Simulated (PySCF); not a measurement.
ClRb (SMILES [Cl][Rb]), singlet, geometry from GFN2-xTB (such geometries of metal compounds can be far from the true shape) (all electrons, no relativity) (in this run its highest filled SCF level lies above zero, so its values depend strongly on the basis, on diffuse functions most of all), with bond 2-1 at 1.3 times its length; PBE/STO-3G (PySCF).

The PySCF input:
```python
from pyscf import gto, scf, dft

mol = gto.M(
    atom='''
Rb   -0.00000000   -0.00000000   -0.85719931
Cl    0.00000000    0.00000000    2.68252961
''',
    basis='sto-3g',
    verbose=4,
)

mf = dft.RKS(mol)
mf.xc = 'pbe'
mf = mf.newton()
mf.kernel()
```

### Question
What does PySCF print? Leave out banner, timings and long lists.

### Answer

```
PySCF version 2.14.0

[INPUT] verbose = 4
[INPUT] num. atoms = 2
[INPUT] num. electrons = 54
[INPUT] charge = 0
[INPUT] spin (= nelec alpha-beta = 2S) = 0
[INPUT] symmetry False subgroup None
[INPUT] Mole.unit = angstrom
[INPUT] Symbol           X                Y                Z      unit          X                Y                Z       unit  Magmom
[INPUT]  1 Rb     0.000000000000   0.000000000000  -0.857199310000 AA    0.000000000000   0.000000000000  -1.619871930066 Bohr   0.0
[INPUT]  2 Cl     0.000000000000   0.000000000000   2.682529610000 AA    0.000000000000   0.000000000000   5.069246283936 Bohr   0.0

nuclear repulsion = 94.0333209664767
number of shells = 15
number of NR pGTOs = 93
number of NR cGTOs = 31
basis = sto-3g
ecp = {}

******** <class 'pyscf.soscf.newton_ah.SecondOrderRKS'> ********
method = SecondOrderRKS
initial guess = minao
damping factor = 0
level_shift factor = 0
DIIS = <class 'pyscf.scf.diis.CDIIS'>
diis_start_cycle = 1
diis_space = 8
diis_damp = 0
SCF conv_tol = 1e-09
SCF conv_tol_grad = None
SCF max_cycles = 50
direct_scf = True
direct_scf_tol = 1e-13
XC library pyscf.dft.libxc version 7.1.2
    S. Lehtola, C. Steigemann, M. J. T. Oliveira, and M. A. L. Marques,  SoftwareX 7, 1–5 (2018)
XC functionals = pbe
    J. P. Perdew, K. Burke, and M. Ernzerhof,  Phys. Rev. Lett. 77, 3865 (1996)
    J. P. Perdew, K. Burke, and M. Ernzerhof,  Phys. Rev. Lett. 78, 1396 (1997)
    J. P. Perdew, K. Burke, and M. Ernzerhof,  Phys. Rev. Lett. 77, 3865 (1996)
    J. P. Perdew, K. Burke, and M. Ernzerhof,  Phys. Rev. Lett. 78, 1396 (1997)
radial grids:
    Treutler-Ahlrichs [JCP 102, 346 (1995); DOI:10.1063/1.469408] (M4) radial grids

becke partition: Becke, JCP 88, 2547 (1988); DOI:10.1063/1.454033
pruning grids: <function nwchem_prune>
grids dens level: 3
symmetrized grids: False
atomic radii adjust function: <function treutler_atomic_radii_adjust>
small_rho_cutoff = 0
******** <class 'pyscf.dft.rks.RKS'> Newton solver flags ********
SCF tol = 1e-09
conv_tol_grad = None
max. SCF cycles = 50
direct_scf = True
direct_scf_tol = 1e-13
max_cycle_inner = 12
max_stepsize = 0.05
ah_start_tol = 1e+09
ah_level_shift = 0
ah_conv_tol = 1e-12
ah_lindep = 1e-14
ah_start_cycle = 1
ah_max_cycle = 40
ah_grad_trust_region = 2.5
kf_interval = 4
kf_trust_region = 5
canonicalization = True
Set conv_tol_grad to 3.16228e-05
Initial guess from minao.
tot grids = 40792
  HOMO = -0.448001187895067  LUMO = -0.12149119761431  gap/eV = 8.88479
Initial guess E= -3363.59852601426  |g|= 0.220528
macro= 0  E= -3363.5927666555  delta_E= 0.00575936  |g|= 0.503339  3 KF 16 JK
macro= 1  E= -3363.63968493065  delta_E= -0.0469183  |g|= 0.0458263  3 KF 9 JK
macro= 2  E= -3363.64028214331  delta_E= -0.000597213  |g|= 0.00273085  2 KF 8 JK
macro= 3  E= -3363.64028225364  delta_E= -1.10324e-07  |g|= 2.96909e-05  2 KF 6 JK
macro= 4  E= -3363.64028225364  delta_E= -3.63798e-12  |g|= 6.91513e-06  1 KF 2 JK
Canonicalize SCF orbitals
macro X = 5  E=-3363.64028225364  |g|= 6.91513e-06  total 12 KF 47 JK
converged SCF energy = -3363.64028225364
```
